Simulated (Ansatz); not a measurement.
Input file for CH$_{2}$AlClN$_{2}$:

```yaml
crystal:
  periodic: [false, false, false]
  atoms:
    - {symbol: Cl, position_ang: [-0.717741, -3.116707, 0.220333]}
    - {symbol: Al, position_ang: [-0.287644, -1.092179, 0.311771]}
    - {symbol: N, position_ang: [-0.163810, 0.364125, 1.420425]}
    - {symbol: C, position_ang: [0.163921, 0.959982, 0.323821]}
    - {symbol: N, position_ang: [0.203636, 0.195393, -0.847754]}
    - {symbol: H, position_ang: [0.411549, 2.027048, 0.260797]}
    - {symbol: H, position_ang: [0.451289, 0.594438, -1.735192]}
basis:
  gaussian: {orbitals: def2-SVP}
correlation: {method: ccsd_t}
```

```sh
$ ansatz run in.yaml --threads 2 --pin off --events-out ev --progress --plain --max-ram 4352MiB
```

Log, shortened:

```
Functional definition: HF
851 factors; integrals over basis functions are off by at most 1.3e-3 eV
mean field evaluation 1: about -23101.1016 eV, gradient 3.9e1 eV
mean field evaluation 2: about -23101.1112 eV, gradient 3.9e1 eV
mean field evaluation 4: about -23104.7800 eV, gradient 4.1e0 eV
mean field evaluation 8: about -23104.8458 eV, gradient 2.2e-1 eV
mean field evaluation 16: about -23104.8190 eV, gradient 2.0e0 eV
mean field -23104.84635263 eV, -849.0874424317 hartree, gradient 1.3e-6 eV, S^2 0.000000; 0 other end points of the search recorded, 0 dependent functions left out
13 core orbitals not correlated: weight in the atoms' cores, before any rotation towards them, 1.000 or more for the frozen orbitals, at most 0.000 for the correlated occupied ones
reference -23104.84635263 eV, -849.0874424317 hartree; 13, 13 occupied and 62, 62 virtual orbitals, 851 factors
second order -17.33644431 eV of doubles, -0.00000000 eV of singles
cycle   1  -17.52605610 eV  change   -1.9e-1 eV  update   1.1e-1
cycle   2  -17.98760214 eV  change   -4.6e-1 eV  update   3.3e-2
cycle   3  -18.10830131 eV  change   -1.2e-1 eV  update   1.9e-2
cycle   4  -18.10016083 eV  change    8.1e-3 eV  update   5.2e-3
cycle   5  -18.09866028 eV  change    1.5e-3 eV  update   2.5e-3
cycle   6  -18.09905057 eV  change   -3.9e-4 eV  update   9.7e-4
cycle   7  -18.09871909 eV  change    3.3e-4 eV  update   4.5e-4
cycle   8  -18.09878973 eV  change   -7.1e-5 eV  update   1.9e-4
cycle   9  -18.09884412 eV  change   -5.4e-5 eV  update   8.3e-5
cycle  10  -18.09880585 eV  change    3.8e-5 eV  update   3.4e-5
cycle  11  -18.09882492 eV  change   -1.9e-5 eV  update   1.7e-5
perturbative correction -0.63070445 eV, -0.0231779611 hartree
Total energy: -23123.57588200 eV, -849.7757399407 hartree
```

Run time 2 s (2 threads of an INTEL XEON PLATINUM 8581C on a shared host); peak host memory 0.29 GiB.

The correlation energy is -18.730 eV, 3.4 % of it from (T); the T1 diagnostic reads 0.0161.
